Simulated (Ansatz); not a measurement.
Two isomers of C4H8O3: A = `COC(=O)CCO`, B = `COCOC(C)=O`.

Computed with Ansatz on PBE0-D4/def2-TZVP structures; ΔE is electronic, products minus reactants. CBS: MP2 limit from def2 TZ/QZ plus the TZ coupled-cluster correction, frozen cores. DFT in def2-TZVPP. B3LYP here is the variant with VWN-RPA as its local correlation; programs differ in this. One conformer a species, not always the lowest.

A:

```xyz
15

C    -0.7522   -2.5739   -0.1043
O    -0.5308   -1.3247   -0.7553
C    -0.0929   -0.3382    0.0269
O     0.0887   -0.4692    1.2134
C     0.1558    0.9249   -0.7453
C     0.3692    2.1195    0.1686
O     1.5015    1.9756    0.9856
H    -1.0947   -3.2547   -0.8799
H    -1.5080   -2.4708    0.6751
H     0.1713   -2.9400    0.3458
H     1.0454    0.7619   -1.3634
H    -0.6782    1.0890   -1.4335
H     0.5276    3.0130   -0.4394
H    -0.5360    2.2862    0.7690
H     1.3332    1.2014    1.5367
```

B:

Z-matrix (Å, degrees):
```
C
O 1 1.412
H 1 1.089 2 106.7
H 1 1.095 2 111.6 3 119.0
H 1 1.095 2 111.2 3 -119.6
C 2 1.373 1 114.7 3 171.3
O 6 1.432 2 111.9 1 76.4
H 6 1.094 2 112.3 1 -45.7
H 6 1.089 2 107.1 1 -168.9
C 7 1.347 6 118.0 2 -102.8
C 10 1.497 7 110.5 6 179.9
O 10 1.200 7 124.3 6 -0.2
H 11 1.091 10 109.8 7 -57.2
H 11 1.087 10 109.7 7 -178.6
H 11 1.092 10 109.7 7 60.4
```

(1) Which isomer does CCSD(T)/CBS put lower? Give the gap. (Estimate.)

(2) Give E(B) − E(A) in kcal/mol with CCSD/def2-TZVPP, MP2/def2-TZVPP, B2PLYP, PBE-D4, B3LYP-D4, ωB97M-V, B3LYP. (Estimate.)

Largest T1 diagnostic: 0.014.

Results:

(1) The calculation gave: A, by 6.9 kcal/mol.

(2) Computed: CCSD/def2-TZVPP 6.5, MP2/def2-TZVPP 7.0, B2PLYP 5.7, PBE-D4 5.8, B3LYP-D4 5.2, ωB97M-V 6.3, B3LYP 5.2. None reverses the order clearly.

In def2-TZVPP, CCSD(T) changes the Hartree–Fock value by +1.6 kcal/mol (the triples alone add −0.1 kcal/mol) and MP2 by +2.3 kcal/mol.
